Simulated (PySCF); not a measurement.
**Levels of Kr³¹⁺ from EOM-EA-GCCSD**

Reference: closed-shell Kr³²⁺, [He] 2s2; one electron is added. Calculated with PySCF 2.14, two-component X2C-1e with screened spin-orbit coupling, an uncontracted even-tempered set (17 s from 2.9 bohr⁻², ratio 2.6; 12 p from 3.8 bohr⁻², ratio 2.6; 7 d from 3.9 bohr⁻², ratio 2.8; 4 f from 78 bohr⁻², ratio 2.8); frozen nothing; the 32 highest virtual spinors dropped; of the others 50 kept and the rest restored at second order. No Breit or QED terms. Binding energies in eV.

| level | Koopmans | second order | EOM-CCSD |
| --- | --- | --- | --- |
| 2p1/2 | 3757.3 | 3757.4 | 3755.3 |
| 2p3/2 | 3694.3 | 3694.8 | 3694.0 |

For comparison, the ionisation energy of Kr³¹⁺ is 3752 ± 2.5 eV (semi-empirical (NIST evaluation); NIST Atomic Spectra Database, ionization energies).

Only part of the computed levels is shown.
